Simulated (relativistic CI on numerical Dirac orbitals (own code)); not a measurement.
Energy levels of Ce48+

Computed by Dirac-Coulomb-Breit CI, KLI orbitals optimised for each configuration, model QED, unscaled Slater integrals (own radial code, finite nucleus).

CI space (outside the closed core 1s2): 2s2.2p6, 2s2.2p5.3s, 2s2.2p5.3p, 2s2.2p5.3d, 2s.2p6.3s, 2s.2p6.3p, 2s.2p6.3d, 2s2.2p5.4s, 2s2.2p5.4p, 2s2.2p5.4d, 2s2.2p5.4f, 2s.2p6.4s, 2s2.2p4.3s2, 2s.2p6.4p, 2s.2p6.4d, 2s.2p6.4f, 2s2.2p4.3s.3p, 2s2.2p5.5s, 2s2.2p5.5p, 2s2.2p5.5d, 2s2.2p5.5f, 2s2.2p5.5g, 2s2.2p4.3s.3d, 2s2.2p4.3p2, 2s2.2p4.3p.3d, 2s.2p5.3s2, 2s2.2p4.3d2, 2s.2p5.3s.3p, 2s.2p5.3s.3d, 2s.2p5.3p2, 2s.2p6.5s, 2s.2p6.5p, 2s.2p6.5d, 2s.2p6.5f, 2s.2p6.5g, 2s.2p5.3p.3d. Levels of other configurations are missing.

```
No.  Configuration  Term  J   E (Ry)    %  Landé g  Lifetime (s)       jj configuration (%)
  1        2s2.2p6    1S  0    0.000  100                                      closed (100)
  2     2s2.2p5.3s   3P°  2  362.162  100    1.483      2.26e-09           2p3/2^3 3s (100)
  3     2s2.2p5.3s   1P°  1  362.611   66    1.148      2.03e-14           2p3/2^3 3s (100)
  4     2s2.2p5.3p    3P  1  369.722   48    1.522      4.51e-11        2p3/2^3 3p1/2 (100)
  5     2s2.2p5.3p    3D  2  369.895   51    1.147      4.79e-12        2p3/2^3 3p1/2 (100)
  6     2s2.2p5.3p    3D  3  378.691  100    1.319      4.41e-12        2p3/2^3 3p3/2 (100)
  7     2s2.2p5.3p    1P  1  378.693   57    1.286      4.85e-12         2p3/2^3 3p3/2 (99)
  8     2s2.2p5.3p    3P  2  379.367   67    1.320      2.30e-12        2p3/2^3 3p3/2 (100)
  9     2s2.2p5.3p    1S  0  382.289   57               2.44e-12         2p3/2^3 3p3/2 (99)
 10     2s2.2p5.3d   3P°  0  387.310  100               5.11e-12        2p3/2^3 3d3/2 (100)
 11     2s2.2p5.3d   3P°  1  387.804   73    1.215      1.94e-13         2p3/2^3 3d3/2 (93)
 12     2s2.2p5.3d   3F°  3  388.037   55    1.054      4.67e-12        2p3/2^3 3d3/2 (100)
 13     2s2.2p5.3d   3D°  2  388.399   56    1.085      4.39e-12         2p3/2^3 3d3/2 (99)
 14     2s2.2p5.3d   3F°  4  389.834  100    1.238      1.70e-11        2p3/2^3 3d5/2 (100)
 15     2s2.2p5.3d   1D°  2  390.186   51    1.175      1.30e-11         2p3/2^3 3d5/2 (99)
 16     2s2.2p5.3d   3D°  3  390.742   70    1.225      1.52e-11        2p3/2^3 3d5/2 (100)
 17     2s2.2p5.3d   1P°  1  392.373   61    0.946      1.05e-15         2p3/2^3 3d5/2 (91)
 18     2s2.2p5.3s   3P°  0  395.959  100               6.12e-10     2p1/2 2p3/2^4 3s (100)
 19     2s2.2p5.3s   3P°  1  396.223   64    1.304      8.11e-12      2p1/2 2p3/2^4 3s (98)
 20     2s2.2p5.3p    3D  1  403.446   73    0.648      4.69e-11  2p1/2 2p3/2^4 3p1/2 (100)
 21     2s2.2p5.3p    3P  0  405.987   57               9.21e-12   2p1/2 2p3/2^4 3p1/2 (99)
 22     2s2.2p5.3p    3P  1  412.498   51    1.490      3.75e-12   2p1/2 2p3/2^4 3p3/2 (98)
 23     2s2.2p5.3p    3D  2  412.750   49    1.154      2.24e-12  2p1/2 2p3/2^4 3p3/2 (100)
 24      2s.2p6.3s    3S  1  421.240   98    1.978      2.96e-13                 2s 3s (98)
 25     2s2.2p5.3d   3F°  2  421.764   74    0.756      4.53e-12  2p1/2 2p3/2^4 3d3/2 (100)
 26      2s.2p6.3s    1S  0  422.753  100               3.48e-13                2s 3s (100)
 27     2s2.2p5.3d   3D°  1  423.121   47    0.836      1.48e-15   2p1/2 2p3/2^4 3d3/2 (98)
 28     2s2.2p5.3d   3P°  2  423.913   46    1.278      1.33e-11  2p1/2 2p3/2^4 3d5/2 (100)
 29     2s2.2p5.3d   3F°  3  424.129   43    1.101      1.57e-11  2p1/2 2p3/2^4 3d5/2 (100)
 30      2s.2p6.3p   3P°  0  428.801  100               3.10e-13             2s 3p1/2 (100)
 31      2s.2p6.3p   3P°  1  428.981   68    1.321      1.90e-14              2s 3p1/2 (98)
 32      2s.2p6.3p   3P°  2  437.831  100    1.488      2.89e-13             2s 3p3/2 (100)
 33      2s.2p6.3p   1P°  1  438.164   69    1.152      6.11e-15             2s 3p3/2 (100)
 34      2s.2p6.3d    3D  1  446.766  100    0.496      3.21e-13             2s 3d3/2 (100)
 35      2s.2p6.3d    3D  2  447.049   81    1.122      2.55e-13              2s 3d3/2 (95)
 36      2s.2p6.3d    3D  3  448.826  100    1.323      3.13e-13             2s 3d5/2 (100)
 37      2s.2p6.3d    1D  2  449.746   81    1.028      1.80e-13              2s 3d5/2 (95)
 38     2s2.2p5.4s   3P°  2  498.810  100    1.484      5.08e-14           2p3/2^3 4s (100)
 39     2s2.2p5.4s   1P°  1  498.962   66    1.144      2.72e-14           2p3/2^3 4s (100)
 40     2s2.2p5.4p    3P  1  501.947   49    1.514      4.10e-14        2p3/2^3 4p1/2 (100)
 41     2s2.2p5.4p    3D  2  501.999   50    1.148      4.07e-14        2p3/2^3 4p1/2 (100)
 42     2s2.2p5.4p    3D  3  505.610  100    1.321      5.32e-14        2p3/2^3 4p3/2 (100)
 43     2s2.2p5.4p    1P  1  505.624   57    1.287      5.25e-14        2p3/2^3 4p3/2 (100)
 44     2s2.2p5.4p    3P  2  505.859   67    1.322      5.38e-14        2p3/2^3 4p3/2 (100)
 45     2s2.2p5.4p    1S  0  506.877   64               5.64e-14        2p3/2^3 4p3/2 (100)
 46     2s2.2p5.4d   3P°  0  508.901  100               2.47e-14        2p3/2^3 4d3/2 (100)
 47     2s2.2p5.4d   3P°  1  509.081   70    1.194      2.31e-14         2p3/2^3 4d3/2 (95)
 48     2s2.2p5.4d   3F°  3  509.149   54    1.056      2.48e-14        2p3/2^3 4d3/2 (100)
 49     2s2.2p5.4d   3D°  2  509.280   56    1.080      2.49e-14         2p3/2^3 4d3/2 (99)
 50     2s2.2p5.4d   3F°  4  509.951  100    1.240      2.44e-14        2p3/2^3 4d5/2 (100)
 51     2s2.2p5.4d   1D°  2  510.080   51    1.182      2.44e-14         2p3/2^3 4d5/2 (99)
 52     2s2.2p5.4d   3D°  3  510.276   70    1.228      2.45e-14        2p3/2^3 4d5/2 (100)
 53     2s2.2p5.4d   1P°  1  510.881   64    0.968      2.50e-15         2p3/2^3 4d5/2 (95)
 54     2s2.2p5.4f    3D  1  511.910  100    0.507      1.16e-14        2p3/2^3 4f5/2 (100)
 55     2s2.2p5.4f    3G  4  511.949   52    1.021      1.19e-14        2p3/2^3 4f5/2 (100)
 56     2s2.2p5.4f    3D  2  512.037   55    0.943      1.17e-14         2p3/2^3 4f5/2 (96)
 57     2s2.2p5.4f    3F  3  512.107   52    0.995      1.19e-14        2p3/2^3 4f5/2 (100)
 58     2s2.2p5.4f    3G  5  512.333  100    1.191      1.21e-14        2p3/2^3 4f7/2 (100)
 59     2s2.2p5.4f    1D  2  512.411   64    1.001      1.19e-14         2p3/2^3 4f7/2 (96)
 60     2s2.2p5.4f    1F  3  512.459   46    1.132      1.20e-14        2p3/2^3 4f7/2 (100)
 61     2s2.2p5.4f    3F  4  512.515   72    1.177      1.21e-14        2p3/2^3 4f7/2 (100)
 62     2s2.2p5.4s   3P°  0  532.658  100               5.06e-14     2p1/2 2p3/2^4 4s (100)
 63     2s2.2p5.4s   3P°  1  532.722   66    1.316      3.87e-14     2p1/2 2p3/2^4 4s (100)
 64     2s2.2p5.4p    3D  1  535.759   74    0.649      4.04e-14  2p1/2 2p3/2^4 4p1/2 (100)
 65     2s2.2p5.4p    3P  0  536.558   64               4.22e-14  2p1/2 2p3/2^4 4p1/2 (100)
 66     2s2.2p5.4p    3P  1  539.502   51    1.498      5.34e-14  2p1/2 2p3/2^4 4p3/2 (100)
 67     2s2.2p5.4p    3D  2  539.551   50    1.157      5.30e-14  2p1/2 2p3/2^4 4p3/2 (100)
 68     2s2.2p5.4d   3F°  2  542.965   74    0.756      2.49e-14  2p1/2 2p3/2^4 4d3/2 (100)
 69     2s2.2p5.4d   3D°  1  543.464   49    0.834      3.96e-15  2p1/2 2p3/2^4 4d3/2 (100)
 70     2s2.2p5.4d   3P°  2  543.902   47    1.287      2.44e-14  2p1/2 2p3/2^4 4d5/2 (100)
```

Energies count from the lowest computed level; ° marks odd parity; lifetimes are radiative, by E1, M1, E2, M2 decay to levels of this space only. Filled j subshells are mostly left out of the jj labels.

The mean weight of the leading LS term, summed over parents, in these 70 levels is 71 %, and that of the leading jj configuration (from the same eigenvectors) 99 %, so jj coupling describes them better and the LS labels are nominal.

At this charge energies of transitions that change n are usually good to better than 1 %, and those within a shell (Δn = 0) to a few per cent.

LS names give the leading component of a level, which can be under half, so a name can repeat, a term be missing and a line seem to break the LS rules.
